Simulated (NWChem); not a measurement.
The numbers come from NWChem runs, not from measurements. System: HBrOSn, charge 0, spin multiplicity 1, at a geometry optimised with B3LYP/def2-SVP with def2 effective core potentials on Sn. The structure started from a generated list of species. Level: RHF/def2-TZVP with def2 effective core potentials on Sn.

Input file:

```
start mol
memory heap 200 mb stack 900 mb global 1100 mb
geometry units angstroms nocenter noautoz
  Sn     0.689078    -0.679590     0.000000
  Br    -1.483297     0.728414     0.000000
  O      1.984520     0.844559     0.000000
  H      1.585338     1.728526     0.000000
  symmetry group Cs
end
basis spherical
  * library def2-tzvp
end
ecp
  Sn library def2-ecp
end
scf
  rhf
  nopen 0
  maxiter 100
  thresh 1e-7
  semidirect memsize 60000000 filesize 0
end
task scf energy
```

Part of the output:

```
             Northwest Computational Chemistry Package (NWChem) 7.3.0
             --------------------------------------------------------

                                NWChem Input Module
                                -------------------

 Scaling coordinates for geometry "geometry" by  1.889725989
 (inverse scale =  0.529177249)

 Turning off AUTOSYM since
 SYMMETRY directive was detected!

                             Geometry "geometry" -> ""
                             -------------------------

 Output coordinates in angstroms (scale by  1.889725989 to convert to a.u.)

  No.       Tag          Charge          X              Y              Z
 ---- ---------------- ---------- -------------- -------------- --------------
    1 Sn                  50.0000     0.68907800    -0.67959000     0.00000000
    2 Br                  35.0000    -1.48329700     0.72841400     0.00000000
    3 O                    8.0000     1.98452000     0.84455900     0.00000000
    4 H                    1.0000     1.58533800     1.72852600     0.00000000

 Effective nuclear repulsion energy (a.u.)     526.6464598831

            Nuclear Dipole moment (a.u.)
            ----------------------------
        X                 Y               Z
 ---------------- ---------------- ----------------
     0.0000056692    -0.0000226767     0.0000000000

      Symmetry information
      --------------------

 Group name             Cs
 Group number              2
 Group order               2
 No. of unique centers     4

      Symmetry unique atoms

     1    2    3    4


 Summary of "ao basis" -> "" (spherical)
 ------------------------------------------------------------------------------
       Tag                 Description            Shells   Functions and Types
 ---------------- ------------------------------  ------  ---------------------
 *                         def2-tzvp                  on all atoms

 Summary of "ao basis" -> "ao basis" (spherical)
 ------------------------------------------------------------------------------
       Tag                 Description            Shells   Functions and Types
 ---------------- ------------------------------  ------  ---------------------
 Sn                        def2-tzvp                16       50   6s5p3d2f
 Br                        def2-tzvp                16       48   6s5p4d1f
 O                         def2-tzvp                11       31   5s3p2d1f
 H                         def2-tzvp                 4        6   3s1p

                                 NWChem SCF Module
                                 -----------------

  ao basis        = "ao basis"
  functions       =   135
  atoms           =     4
  closed shells   =    33
  open shells     =     0
  charge          =   0.00
  wavefunction    = RHF
  use symmetry    = T
  symmetry adapt  = T

 Summary of "ao basis" -> "ao basis" (spherical)
 ------------------------------------------------------------------------------
       Tag                 Description            Shells   Functions and Types
 ---------------- ------------------------------  ------  ---------------------
 Sn                        def2-tzvp                16       50   6s5p3d2f
 Br                        def2-tzvp                16       48   6s5p4d1f
 O                         def2-tzvp                11       31   5s3p2d1f
 H                         def2-tzvp                 4        6   3s1p

      Symmetry analysis of basis
      --------------------------

        a'         91
        a"         44

 Forming initial guess at       0.1s

      Superposition of Atomic Density Guess
      -------------------------------------

 Sum of atomic energies:       -2896.79522022

      Non-variational initial energy
      ------------------------------

 Total energy =   -2861.160781
 1-e energy   =   -4583.285714
 2-e energy   =    1460.828911
 HOMO         =      -0.303790
 LUMO         =      -0.050507

      Symmetry analysis of molecular orbitals - initial
      -------------------------------------------------

  Numbering of irreducible representations:

     1 a'          2 a"

  Orbital symmetries:

     1 a'          2 a'          3 a'          4 a'          5 a"
     6 a'          7 a'          8 a'          9 a'         10 a"
    11 a'         12 a'         13 a'         14 a"         15 a'
    16 a'         17 a"         18 a'         19 a"         20 a'
    21 a'         22 a'         23 a"         24 a"         25 a'
    26 a'         27 a'         28 a'         29 a"         30 a'
    31 a"         32 a'         33 a'         34 a"         35 a'
    36 a'         37 a'         38 a"         39 a'         40 a'
    41 a'         42 a'         43 a"

 Starting SCF solution at       3.3s

 ----------------------------------------------
         Quadratically convergent ROHF

 Convergence threshold     :          1.000E-07
 Maximum no. of iterations :          100
 Final Fock-matrix accuracy:          1.000E-09
 ----------------------------------------------

              iter       energy          gnorm     gmax       time
             ----- ------------------- --------- --------- --------
                 1    -2861.2529757917  1.17D+00  2.78D-01      3.5
                 2    -2861.3308954494  2.75D-01  6.20D-02      3.7
                 3    -2861.3387541023  1.09D-02  2.46D-03      4.2
                 4    -2861.3387719632  7.41D-05  1.94D-05      4.8
                 5    -2861.3387719641  5.53D-09  1.99D-09      6.0

       Final RHF  results
       ------------------

         Total SCF energy =  -2861.338771964133
      One-electron energy =  -4585.934493270393
      Two-electron energy =   1463.299699777466
 Nuclear repulsion energy =    261.296021528794

        Time for solution =      2.6s

       Symmetry analysis of molecular orbitals - final
       -----------------------------------------------

  Numbering of irreducible representations:

     1 a'          2 a"

  Orbital symmetries:

     1 a'          2 a'          3 a'          4 a"          5 a'
     6 a'          7 a'          8 a'          9 a"         10 a'
    11 a'         12 a"         13 a'         14 a'         15 a'
    16 a"         17 a'         18 a"         19 a'         20 a'
    21 a'         22 a"         23 a"         24 a'         25 a'
    26 a'         27 a'         28 a'         29 a"         30 a'
    31 a"         32 a'         33 a'         34 a"         35 a'
    36 a'         37 a"         38 a'         39 a'         40 a'
    41 a'         42 a"         43 a'

             Final eigenvalues
             -----------------

              1
    1 -489.9944
    2  -65.1371
    3  -58.4917
    4  -58.4913
    5  -58.4912
    6  -20.5473
    7   -9.8102
    8   -7.4196
    9   -7.4173
   10   -7.4167
   11   -5.9066
   12   -4.0985
   13   -4.0934
   14   -4.0885
   15   -3.1611
   16   -3.1601
   17   -3.1594
   18   -3.1565
   19   -3.1565
   20   -1.3788
   21   -1.3647
   22   -1.3635
   23   -1.3584
   24   -1.3528
   25   -1.2731
   26   -0.9758
   27   -0.6724
   28   -0.5754
   29   -0.4911
   30   -0.4731
   31   -0.4099
   32   -0.4095
   33   -0.3716
   34   -0.0042
   35    0.0623
   36    0.0792
   37    0.1689
   38    0.1726
   39    0.1928
   40    0.2249
   41    0.2780
   42    0.2905
   43    0.2966

                       ROHF Final Molecular Orbital Analysis
                       -------------------------------------

 Vector   31  Occ=2.000000D+00  E=-4.098956D-01  Symmetry=a"
              MO Center= -1.3D+00,  6.7D-01, -8.7D-15, r^2= 1.8D+00
   Bfn.  Coefficient  Atom+Function         Bfn.  Coefficient  Atom+Function
  ----- ------------  ---------------      ----- ------------  ---------------
    68      0.515601  2 Br pz                62     -0.335214  2 Br pz
    71      0.319860  2 Br pz                65      0.292171  2 Br pz

 Vector   32  Occ=2.000000D+00  E=-4.095386D-01  Symmetry=a'
              MO Center= -1.3D+00,  6.2D-01,  3.6D-14, r^2= 2.2D+00
   Bfn.  Coefficient  Atom+Function         Bfn.  Coefficient  Atom+Function
  ----- ------------  ---------------      ----- ------------  ---------------
    66      0.408356  2 Br px                67      0.312951  2 Br py
    60     -0.262335  2 Br px                69      0.241984  2 Br px
    63      0.226478  2 Br px                61     -0.204337  2 Br py
    70      0.195269  2 Br py                64      0.180278  2 Br py

 Vector   33  Occ=2.000000D+00  E=-3.716094D-01  Symmetry=a'
              MO Center=  2.8D-02, -4.1D-01, -4.6D-14, r^2= 4.4D+00
   Bfn.  Coefficient  Atom+Function         Bfn.  Coefficient  Atom+Function
  ----- ------------  ---------------      ----- ------------  ---------------
     5      0.421745  1 Sn s                  6      0.413487  1 Sn s
     2      0.317314  1 Sn s                 67      0.310841  2 Br py
     3     -0.254075  1 Sn s                 17     -0.234475  1 Sn py
    70      0.206850  2 Br py                 1     -0.200187  1 Sn s
    61     -0.200665  2 Br py                 4     -0.197492  1 Sn s

 Vector   34  Occ=0.000000D+00  E=-4.226639D-03  Symmetry=a"
              MO Center=  6.4D-01, -7.8D-01,  1.9D-13, r^2= 4.8D+00
   Bfn.  Coefficient  Atom+Function         Bfn.  Coefficient  Atom+Function
  ----- ------------  ---------------      ----- ------------  ---------------
    21      0.592185  1 Sn pz                18      0.399902  1 Sn pz
    12     -0.286802  1 Sn pz                15      0.237574  1 Sn pz
    71     -0.203739  2 Br pz               112     -0.164288  3 O  pz

 Vector   35  Occ=0.000000D+00  E= 6.229070D-02  Symmetry=a'
              MO Center=  8.2D-01, -9.4D-01, -1.3D-14, r^2= 6.9D+00
   Bfn.  Coefficient  Atom+Function         Bfn.  Coefficient  Atom+Function
  ----- ------------  ---------------      ----- ------------  ---------------
    19      0.943091  1 Sn px                56      0.378037  2 Br s
    13      0.236614  1 Sn px               103     -0.229207  3 O  s
    10     -0.222504  1 Sn px                70     -0.205149  2 Br py
    32     -0.178971  1 Sn d -2

 Vector   36  Occ=0.000000D+00  E= 7.923468D-02  Symmetry=a'
              MO Center=  5.2D-01, -1.0D+00,  3.2D-15, r^2= 8.0D+00
   Bfn.  Coefficient  Atom+Function         Bfn.  Coefficient  Atom+Function
  ----- ------------  ---------------      ----- ------------  ---------------
    20      1.239852  1 Sn py                 6      0.364930  1 Sn s
   103     -0.307298  3 O  s                 56     -0.302454  2 Br s
    69     -0.284954  2 Br px                 5      0.247788  1 Sn s
    19      0.200266  1 Sn px                14      0.188845  1 Sn py
     2      0.182514  1 Sn s                 17     -0.157728  1 Sn py

 center of mass
 --------------
 x =  -0.03480350 y =  -0.05860295 z =   0.00000000

 moments of inertia (a.u.)
 ------------------
         396.631534830264         400.356295580240           0.000000000000
         400.356295580240        1061.556660306100           0.000000000000
           0.000000000000           0.000000000000        1458.188195136364

  Mulliken analysis of the total density
  --------------------------------------

    Atom       Charge   Shell Charges
 -----------   ------   -------------------------------------------------------
    1 Sn  22    21.03   0.29 -0.77  1.54  0.95  1.10  0.70 -0.40  6.35  0.42  0.56  0.09  8.97  1.05  0.14  0.05  0.00
    2 Br  35    35.48   2.00  2.00  1.16  0.78  0.97  1.03  6.00  5.94  1.24  2.86  1.47  8.98  1.02 -0.01  0.04  0.00
    3 O    8     8.83   0.79  1.18  0.56  0.96  0.34  1.82  2.07  1.08  0.00  0.02  0.00
    4 H    1     0.65   0.24  0.33  0.04  0.05

       Multipole analysis of the density wrt the origin
       ------------------------------------------------

     L   x y z        total         open         nuclear
     -   - - -        -----         ----         -------
     0   0 0 0     -0.000000      0.000000     66.000000

     1   1 0 0      0.347539      0.000000    -36.460715
     1   0 1 0     -0.813045      0.000000     35.958666
     1   0 0 1      0.000000      0.000000      0.000000

     2   2 0 0    -43.040147      0.000000    433.784431
     2   1 1 0     -0.773498      0.000000   -114.165641
     2   1 0 1      0.000000      0.000000      0.000000
     2   0 2 0    -34.790130      0.000000    133.647515
     2   0 1 1     -0.000000      0.000000      0.000000
     2   0 0 2    -34.298812      0.000000      0.000000

 Task  times  cpu:        6.0s     wall:        6.0s

 Total times  cpu:        6.0s     wall:        6.0s
```
